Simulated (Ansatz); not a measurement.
A nudged elastic band was laid between two geometries of CH5ClFSbSn (10 atoms, charge 0, multiplicity 1).

The calculation used RKS B3LYP/def2-SVP (Ansatz 0.2.0).

- movable images: 7
- climbing image: yes
- spring: 5.0 eV/Å²
- optimiser: quadratic models (default)
- start path: IDPP
- force threshold: 0.03 eV/Å
- iteration limit: 42
- end points: relaxed

Initial state:

```xyz
10
Properties=species:S:1:pos:R:3
F -1.142 1.964 0.486
Sb 0.171 1.344 1.812
Cl -1.222 -0.267 2.914
C 1.014 -0.083 0.422
Sn -0.265 -0.471 -1.320
H 1.183 -1.028 0.961
H 1.986 0.298 0.068
H -1.869 -0.826 -0.844
H -0.194 0.866 -2.392
H 0.421 -1.848 -2.104
```

Final state:

```xyz
10
Properties=species:S:1:pos:R:3
F 0.525 2.214 -0.501
Sb 1.137 1.521 1.233
Cl -0.917 1.811 2.437
C 0.715 -0.520 0.657
Sn -0.577 -0.681 -1.112
H 0.225 -1.023 1.506
H 1.668 -1.034 0.446
H -1.042 -2.343 -1.199
H -1.973 0.293 -0.947
H 0.324 -0.288 -2.518
```

(1) Which bonds break or form, and what moves?

(2) Give the energies along the band, and the barrier.

(3) What is the geometry of the highest image?

(4) What are the harmonic wavenumbers there?

The band took 21 iterations and about 19 core-minutes.

Answers

(1) No bond is made or broken. The dihedral Sb2–C4–Sn5–H9 goes from 75 to -50°. The two ends are copies of one structure, up to a mirror image or an exchange of like atoms.

(2) The forces met the threshold. The highest image is number 3 of 0 to 8, 1.5 kcal/mol above the ends, which have the same energy within 2 meV. A vibrational analysis at the climbing image gives one clearly imaginary mode, 76i cm⁻¹: a first-order saddle point.

| image | path coordinate (Å) | energy (kcal/mol) | dihedral Sb2–C4–Sn5–H9 (°) |
| --- | --- | --- | --- |
| 0 | 0.00 | 0.0 | 75 |
| 1 | 0.64 | 0.5 | 64 |
| 2 | 1.29 | 1.2 | 53 |
| 3 | 1.93 | 1.5 | 43 |
| 4 | 2.67 | 1.2 | 29 |
| 5 | 3.40 | 1.0 | 9 |
| 6 | 4.14 | 0.7 | -11 |
| 7 | 4.87 | 0.2 | -31 |
| 8 | 5.60 | 0.0 | -50 |

(3) 
```xyz
10
Properties=species:S:1:pos:R:3:forces:R:3
F -0.044 2.552 0.316 0.00 0.00 0.00
Sb 0.490 1.382 1.787 0.00 0.00 0.00
Cl -1.696 0.575 2.373 0.00 0.00 0.00
C 0.956 -0.277 0.477 -0.01 0.00 -0.01
Sn -0.408 -0.649 -1.200 0.00 0.00 0.00
H 0.999 -1.190 1.095 0.00 0.00 0.00
H 1.966 -0.095 0.072 0.00 0.00 0.00
H -1.785 -1.500 -0.634 0.00 0.00 0.00
H -0.858 0.803 -1.984 0.00 0.00 0.00
H 0.463 -1.651 -2.300 0.00 0.00 0.00
```

(4) 76i, 56, 79, 134, 151, 186, 351, 381, 406, 519, 576, 609, 635, 689, 721, 723, 947, 1000, 1366, 1884, 1923, 1940, 3046, 3120 cm⁻¹.

Run time: 9.9 min on 2 threads of Intel(R) Xeon(R) Platinum 8488C (Sapphire Rapids) (shared host), peak memory 0.38 GiB.
